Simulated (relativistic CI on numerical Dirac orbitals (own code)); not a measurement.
## Os XXIV: computed level list

These numbers are calculated, not measured: Dirac-Coulomb-Breit CI, KLI orbitals optimised for each configuration, QED by a radiative potential, unscaled Slater integrals (own radial code, finite nucleus).

Configurations in the expansion (outside the closed core [Ar] 3d10 4p6 4d10): 4s2 4f7, 4s2 4f6 5s, 4s2 4f5 5s2, 4s2 4f6 6s, 4f9. Levels of other configurations are missing.

The lowest level is 4s2 4f7 8S°_7/2, with 86 % of that term; Hund's rules for 4s2 4f7 give 8S° with J = 7/2, in agreement.

| No. | Configuration | Term | J | E (cm⁻¹) | % | Next component (%) | Landé g |
| --- | --- | --- | --- | --- | --- | --- | --- |
| 1 | 4s2 4f7 | 8S° | 7/2 | 0.0 | 86 | 13 6P° | 1.953 |
| 2 | 4s2 4f7 | 6P° | 7/2 | 65612.3 | 27 | 20 4D° | 1.462 |
| 3 | 4s2 4f7 | 6P° | 5/2 | 73341.6 | 55 | 28 6D° | 1.713 |
| 4 | 4s2 4f7 | 6I° | 7/2 | 76967.6 | 57 | 23 4H° | 0.677 |
| 5 | 4s2 4f7 | 6P° | 3/2 | 78783.3 | 69 | 20 6D° | 2.206 |
| 6 | 4s2 4f7 | 6I° | 9/2 | 81088.1 | 67 | 19 4H° | 0.914 |
| 7 | 4s2 4f7 | 6I° | 17/2 | 82390.7 | 78 | 18 4K° | 1.260 |
| 8 | 4s2 4f7 | 6I° | 11/2 | 85100.9 | 80 | 12 4H° | 1.047 |
| 9 | 4s2 4f7 | 6I° | 15/2 | 86830.6 | 86 | 10 4K° | 1.220 |
| 10 | 4s2 4f7 | 6I° | 13/2 | 86832.9 | 83 | 6 4H° | 1.152 |
| 11 | 4s2 4f7 | 6D° | 9/2 | 91763.8 | 61 | 12 4F° | 1.423 |
| 12 | 4s2 4f7 | 6D° | 7/2 | 99272.2 | 45 | 17 4D° | 1.503 |
| 13 | 4s2 4f7 | 6D° | 1/2 | 103041.4 | 94 | 3 4P° | 3.192 |
| 14 | 4s2 4f7 | 6D° | 5/2 | 104589.4 | 44 | 31 6P° | 1.620 |
| 15 | 4s2 4f7 | 6D° | 3/2 | 104897.1 | 65 | 20 6P° | 1.881 |
| 16 | 4s2 4f7 | 6I° | 7/2 | 106222.1 | 19 | 13 4G° | 1.076 |
| 17 | 4s2 4f7 | 4F° | 5/2 | 110342.0 | 21 | 20 6G° | 0.988 |
| 18 | 4s2 4f7 | 6G° | 11/2 | 114133.1 | 36 | 31 6F° | 1.324 |
| 19 | 4s2 4f7 | 6G° | 9/2 | 116662.8 | 36 | 16 6D° | 1.287 |
| 20 | 4s2 4f7 | 4N° | 17/2 | 116804.5 | 36 | 25 2M° | 0.972 |
| 21 | 4s2 4f7 | 6G° | 3/2 | 118468.9 | 36 | 24 4F° | 0.582 |
| 22 | 4s2 4f7 | 6G° | 13/2 | 123037.0 | 46 | 24 4H° | 1.241 |
| 23 | 4s2 4f7 | 4G° | 9/2 | 123847.2 | 27 | 17 4F° | 1.164 |
| 24 | 4s2 4f7 | 6G° | 7/2 | 124631.9 | 39 | 12 6D° | 1.158 |
| 25 | 4s2 4f7 | 4G° | 11/2 | 126226.9 | 27 | 18 6G° | 1.174 |
| 26 | 4s2 4f7 | 6H° | 13/2 | 126775.1 | 21 | 21 6G° | 1.157 |
| 27 | 4s2 4f7 | 4D° | 1/2 | 127887.4 | 49 | 47 6F° | -0.276 |
| 28 | 4s2 4f7 | 4N° | 19/2 | 128392.7 | 57 | 20 4L° | 1.022 |
| 29 | 4s2 4f7 | 4N° | 23/2 | 128953.5 | 72 | 20 2O° | 1.097 |
| 30 | 4s2 4f7 | 6F° | 7/2 | 131435.0 | 24 | 24 4F° | 1.124 |
| 31 | 4s2 4f7 | 4L° | 13/2 | 132927.5 | 36 | 29 4H° | 1.012 |
| 32 | 4s2 4f7 | 4N° | 21/2 | 133572.8 | 83 | 7 2O° | 1.055 |
| 33 | 4s2 4f7 | 6G° | 5/2 | 133644.6 | 28 | 24 6F° | 0.927 |
| 34 | 4s2 4f7 | 4L° | 15/2 | 133964.2 | 53 | 26 4K° | 1.013 |
| 35 | 4s2 4f7 | 4N° | 17/2 | 137204.2 | 38 | 27 4L° | 1.018 |
| 36 | 4s2 4f7 | 4H° | 7/2 | 137254.1 | 39 | 12 4D° | 0.985 |
| 37 | 4s2 4f7 | 6G° | 3/2 | 137432.7 | 38 | 30 6F° | 0.669 |
| 38 | 4s2 4f7 | 4K° | 11/2 | 137678.3 | 41 | 18 2I° | 0.987 |
| 39 | 4s2 4f7 | 6G° | 5/2 | 138073.6 | 24 | 24 4D° | 1.035 |
| 40 | 4s2 4f7 | 6H° | 15/2 | 138111.0 | 44 | 32 4I° | 1.216 |
| 41 | 4s2 4f7 | 6G° | 9/2 | 139698.3 | 34 | 30 4G° | 1.195 |
| 42 | 4s2 4f7 | 4G° | 11/2 | 140220.6 | 34 | 31 4H° | 1.176 |
| 43 | 4s2 4f7 | 4F° | 5/2 | 140783.9 | 24 | 20 6H° | 0.914 |
| 44 | 4s2 4f7 | 6H° | 9/2 | 140844.7 | 31 | 19 4H° | 1.074 |
| 45 | 4s2 4f7 | 6F° | 3/2 | 143875.5 | 39 | 33 4D° | 0.994 |
| 46 | 4s2 4f7 | 4L° | 19/2 | 144329.4 | 66 | 30 4N° | 1.094 |
| 47 | 4s2 4f7 | 4H° | 11/2 | 144878.0 | 36 | 19 6G° | 1.175 |
| 48 | 4s2 4f7 | 4H° | 9/2 | 145034.1 | 49 | 14 4I° | 1.016 |
| 49 | 4s2 4f7 | 6G° | 7/2 | 146324.6 | 34 | 15 4G° | 1.056 |
| 50 | 4s2 4f7 | 4D° | 1/2 | 148899.6 | 55 | 41 6F° | -0.235 |
| 51 | 4s2 4f7 | 6H° | 7/2 | 149965.9 | 20 | 15 2F° | 1.028 |
| 52 | 4s2 4f7 | 6H° | 15/2 | 149969.4 | 23 | 20 4L° | 1.085 |
| 53 | 4s2 4f7 | 4H° | 13/2 | 150903.9 | 30 | 28 4I° | 1.137 |
| 54 | 4s2 4f7 | 4H° | 11/2 | 150926.7 | 29 | 27 4I° | 1.051 |
| 55 | 4s2 4f7 | 4L° | 17/2 | 151433.1 | 49 | 26 2L° | 1.071 |
| 56 | 4s2 4f7 | 4S° | 3/2 | 152133.0 | 51 | 16 4P° | 1.749 |
| 57 | 4s2 4f7 | 4G° | 7/2 | 153780.8 | 36 | 15 4H° | 1.032 |
| 58 | 4s2 4f7 | 2Q° | 23/2 | 154136.6 | 70 | 20 4N° | 0.999 |
| 59 | 4s2 4f7 | 4I° | 9/2 | 154570.9 | 22 | 18 2H° | 1.035 |
| 60 | 4s2 4f7 | 4H° | 13/2 | 154636.2 | 40 | 30 4I° | 1.109 |
| 61 | 4s2 4f7 | 4G° | 5/2 | 156653.2 | 52 | 18 2F° | 0.761 |
| 62 | 4s2 4f7 | 4G° | 11/2 | 157169.8 | 22 | 18 4H° | 1.149 |
| 63 | 4s2 4f7 | 6H° | 13/2 | 157443.1 | 35 | 25 4K° | 1.153 |
| 64 | 4s2 4f7 | 4G° | 9/2 | 158167.9 | 36 | 18 6H° | 1.050 |
| 65 | 4s2 4f7 | 4I° | 11/2 | 158255.3 | 23 | 17 4G° | 1.076 |
| 66 | 4s2 4f7 | 4I° | 15/2 | 158310.4 | 36 | 28 4K° | 1.093 |
| 67 | 4s2 4f7 | 4I° | 13/2 | 158770.9 | 28 | 23 4K° | 1.010 |
| 68 | 4s2 4f7 | 4G° | 5/2 | 160045.1 | 30 | 18 4D° | 0.842 |
| 69 | 4s2 4f7 | 2Q° | 25/2 | 160835.6 | 100 |  | 1.037 |
| 70 | 4s2 4f7 | 4F° | 9/2 | 161458.9 | 27 | 22 4H° | 1.053 |

Energies count from the lowest computed level; ° marks odd parity.

The mean weight of the leading LS term, summed over parents, in these 70 levels is 45 %, and that of the leading jj configuration (from the same eigenvectors) 51 %.

At this charge energies of transitions that change n are usually good to better than 1 %, and those within a shell (Δn = 0) to a few per cent. Terms inside the open d or f shell come out 10 to 20 % too wide with unscaled integrals.

LS names give the leading component of a level, which can be under half, so a name can repeat, a term be missing and a line seem to break the LS rules.
